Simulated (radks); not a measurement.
Values are calculated unless marked as measured or tabulated.
Task: The mean radii <r> (bohr) of the occupied orbitals of an atom or ion are listed with their occupations. Level of theory: scalar-relativistic Kohn-Sham, LDA (Slater exchange, Perdew-Wang correlation), spin-polarised, spherical densities, finite nucleus; Fermi nuclear charge, rms radius of each element as measured or else 0.836 A^(1/3) + 0.57 fm (a radial shooting solver on a logarithmic mesh with Libxc functionals).

orbital  occ.      <r>
1s up       1  0.03521
1s down     1  0.03521
2s up       1   0.1533
2s down     1   0.1531
2p up       3   0.1335
2p down     3   0.1333
3s up       1   0.4010
3s down     1   0.4025
3p up       3   0.3946
3p down     3   0.3964
3d up       4   0.3602

Name the element and its charge. Open shells, if any, are filled with parallel spins first.

Result: Z = 42, molybdenum, charge +20: Mo20+ in [Ar] 3d4. The 1s radius gives Z: for a bare nucleus <r> = (2 gamma + 1)/(2Z) with gamma = sqrt(1 - (Z/c)^2), 0.03457 bohr for Z = 42, and screening makes it slightly larger (0.03521 here). The occupations add up to 22, and the charge is Z minus that.
